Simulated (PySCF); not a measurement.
# Correlation energy of Rh (rhodium, neutral)

[Kr] 4d7 5s1 6s1, high-spin 6F determinant (an excited configuration). All numbers are calculated (PySCF 2.14, a scalar-relativistic core potential, in aug-cc-pwCVDZ-PP with ECP28MDF (6s6p5d3f, 70 functions)). Frozen: 4s2 4p6; 9 electrons correlated.

MP2 pair energies summed by pair of shells (mhartree):

| pair | energy | share (%) |
| --- | --- | --- |
| 4d-4d | -147.26 | 80.4 |
| 4d-5s | -31.06 | 17.0 |
| 4d-6s | -2.91 | 1.6 |
| 5s-6s | -1.96 | 1.1 |

Total MP2 correlation energy: -183.19 mhartree.

Same-spin part -87.41 and opposite-spin part -95.78 mhartree; SCS-MP2 scales them by 1/3 and 6/5 to -144.08 mhartree.
